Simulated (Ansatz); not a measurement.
Consider the formal exchange of groups at the Si–Ge bond: `[GeH3][SiH2][GeH2][SiH2][GeH2][GeH3]` + `C=C` → `C=C[SiH2][GeH3]` + `[GeH3][SiH2][GeH2][GeH3]`.

Computed with Ansatz on PBE0-D4/def2-TZVP structures; ΔE is electronic, products minus reactants. CBS: MP2 limit from def2 TZ/QZ plus the TZ coupled-cluster correction, frozen cores. This one scheme is used for every species. Functionals use def2-TZVPP. B3LYP here is the variant with VWN-RPA as its local correlation; programs differ in this. For Ge outer-core shells are correlated without core-valence functions, which leaves a few kJ/mol of doubt a bond. Scalar relativity is left out up to krypton. One conformer a species, not always the lowest.

| level | ΔE (kJ/mol) | difference from CCSD(T)/CBS |
| --- | --- | --- |
| PBE-D4 | 40.0 | 3.3 |
| r2SCAN-D4 | 33.3 | -3.4 |
| ωB97X-V | 31.9 | -4.8 |
| PBE | 29.8 | -6.9 |
| B3LYP | 19.4 | -17.3 |
| MP2/def2-TZVPP | 36.0 | -0.7 |
| SCS-MP2/def2-TZVPP | 30.0 | -6.7 |
| CCSD(T)/def2-TZVPP | 36.3 | -0.4 |
| MP2/def2-QZVPP | 35.4 | -1.3 |
| SCS-MP2/def2-QZVPP | 28.9 | -7.8 |
| CCSD(T)/CBS | 36.7 | 0 |

Largest T1 diagnostic among the species: 0.012.

In def2-TZVPP, CCSD(T) changes the Hartree–Fock value by +24.4 kJ/mol (the triples alone add +3.1 kJ/mol) and MP2 by +24.1 kJ/mol. The D4 term adds +16.2 kJ/mol with B3LYP and +10.0 kJ/mol with PBE0; it sums over pairs of atoms, weighted by their polarisabilities, and B3LYP, whose exchange is more repulsive, gets the larger term.
